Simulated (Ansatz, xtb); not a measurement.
## C3H3BrN2S: which of two isomers lies lower

We compare X, `Sc1cn[nH]c1Br`, a singlet, with Y, `Sn1nccc1Br`, a singlet. Both are isolated molecules in the gas phase, relaxed with B3LYP/def2-SVP; the shapes shown needn't be the lowest conformers.

X (Å):

```xyz
10

C    -0.7508   -0.9909   -0.4971
C     0.4563   -0.4402    0.0161
C    -0.5696   -0.9300   -1.8766
Br   -1.6864   -1.4528   -3.2817
N     1.2886   -0.0706   -0.9484
N     0.6479   -0.3733   -2.0897
S    -2.1047   -1.6932    0.3981
H    -2.8860   -0.5851    0.4408
H     0.7278   -0.3107    1.0635
H     1.0829   -0.1862   -2.9863
```

Y (Å):

```xyz
10

C     1.0607   -0.1587   -1.0035
C     0.3890   -0.6663   -2.1446
C    -0.8909   -0.9150   -1.6930
Br   -2.3614   -1.6103   -2.6170
N    -0.9268   -0.5641   -0.3612
N     0.2713   -0.0972    0.0581
S    -2.2724   -0.6059    0.7067
H    -2.0311   -1.8408    1.2206
H     2.0987    0.1658   -0.9238
H     0.7712   -0.8290   -3.1487
```

Estimate E(Y) − E(X) at the level CCSD(T)/def2-SVP + ΔMP2/def2-TZVPP.

Calculated at CCSD(T)/def2-SVP + ΔMP2/def2-TZVPP: E(Y) − E(X) = +0.608 eV, so structure X lies lower.

Level by level:

```
                             level        geometry  E(Y) − E(X) (eV)  departure from the last row (eV)  job, with rough time for the two
                    B3LYP/def2-SVP  B3LYP/def2-SVP              +0.626                            +0.018             optimisation, 4.2 min
                       HF/def2-SVP  B3LYP/def2-SVP              +0.684                            +0.075           part of the CCSD(T) run
                      MP2/def2-SVP  B3LYP/def2-SVP              +0.685                            +0.077           part of the CCSD(T) run
                  CCSD(T)/def2-SVP  B3LYP/def2-SVP              +0.645                            +0.037                      single point
CCSD(T)/def2-SVP + ΔMP2/def2-TZVPP  B3LYP/def2-SVP              +0.608                                               single point, 2.2 min
```

As drawn, Y has 1 N–S, 1 C–H in place of 1 C–S, 1 N–H.

The levels shown agree on the order. The largest departure from CCSD(T)/def2-SVP + ΔMP2/def2-TZVPP is that of MP2/def2-SVP, 0.077 eV. Levels run at GFN2-xTB geometries aren't shown. The last row adds to CCSD(T) the change of the MP2 difference between the two basis sets, here −0.037 eV.

With thermal terms from frequencies at re-optimised GFN2-xTB minima (ideal gas, soft modes damped towards free rotors, one conformer each, 298.15 K, 1 atm): on the last row, ΔE + ΔZPE = +0.592, ΔH = +0.595, ΔG = +0.585 eV.

The correlated steps freeze 19 core orbitals; the filled d shell of Br is correlated, in a basis made for valence electrons. Run with Ansatz 0.2.0, xtb 6.7.1; the last row on 2 threads of Arm Neoverse V2 on a shared host.
